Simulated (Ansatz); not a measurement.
A single point on `C=CC(=O)OC(C(F)(F)F)C(F)(F)F`.

```yaml
crystal:
  periodic: [false, false, false]
  atoms:
    - {symbol: C, position_ang: [-0.980068, 0.708703, 3.380851]}
    - {symbol: C, position_ang: [-0.696590, -0.053170, 2.333015]}
    - {symbol: C, position_ang: [-0.297988, 0.562630, 1.058162]}
    - {symbol: O, position_ang: [-0.189054, 1.731112, 0.823736]}
    - {symbol: O, position_ang: [-0.055919, -0.412104, 0.131057]}
    - {symbol: C, position_ang: [0.337251, 0.022076, -1.142006]}
    - {symbol: C, position_ang: [1.745238, -0.510510, -1.409918]}
    - {symbol: F, position_ang: [2.193175, -0.094606, -2.592422]}
    - {symbol: F, position_ang: [2.568502, -0.046133, -0.468613]}
    - {symbol: F, position_ang: [1.804139, -1.838142, -1.383816]}
    - {symbol: C, position_ang: [-0.722792, -0.432571, -2.145655]}
    - {symbol: F, position_ang: [-0.426070, -0.011383, -3.373068]}
    - {symbol: F, position_ang: [-0.862808, -1.753935, -2.179445]}
    - {symbol: F, position_ang: [-1.898426, 0.094509, -1.799941]}
    - {symbol: H, position_ang: [-0.920397, 1.788739, 3.305534]}
    - {symbol: H, position_ang: [-1.275347, 0.276817, 4.328988]}
    - {symbol: H, position_ang: [-0.743211, -1.134743, 2.364276]}
    - {symbol: H, position_ang: [0.382767, 1.114111, -1.178835]}
basis:
  gaussian: {orbitals: def2-TZVPP}
correlation: {method: mp2}
```

```sh
$ ansatz run in.yaml --threads 6 --pin off --events-out ev --progress --plain --backend cuda
```

Output, abridged:

```
Functional definition: HF
3181 factors; integrals over basis functions are off by at most 1.1e-3 eV
mean field evaluation 1: about -26556.6027 eV, gradient 7.3e1 eV
mean field evaluation 2: about -26557.2630 eV, gradient 7.3e1 eV
mean field evaluation 4: about -26567.0969 eV, gradient 7.1e0 eV
mean field evaluation 8: about -26567.2633 eV, gradient 7.7e-1 eV
mean field evaluation 16: about -26567.2660 eV, gradient 4.9e-6 eV
mean field -26567.26597267 eV, -976.3290165559 hartree, gradient 4.9e-6 eV, S^2 0.000000; 0 other end points of the search recorded, 0 dependent functions left out; unrestricted orbitals would lower it
14 core orbitals not correlated: weight in the atoms' cores, before any rotation towards them, 1.000 or more for the frozen orbitals, at most 0.000 for the correlated occupied ones
reference -26567.26597267 eV, -976.3290165559 hartree; 41, 41 occupied and 435, 435 virtual orbitals, 3181 factors
second order -78.29194470 eV of doubles, -0.00000000 eV of singles
Total energy: -26645.55791737 eV, -979.2061924554 hartree
```

Run time 11 s (6 threads of an AMD EPYC 7R13 on a shared host and a share of an NVIDIA H100 80 GB); peak host memory 1.1 GiB.
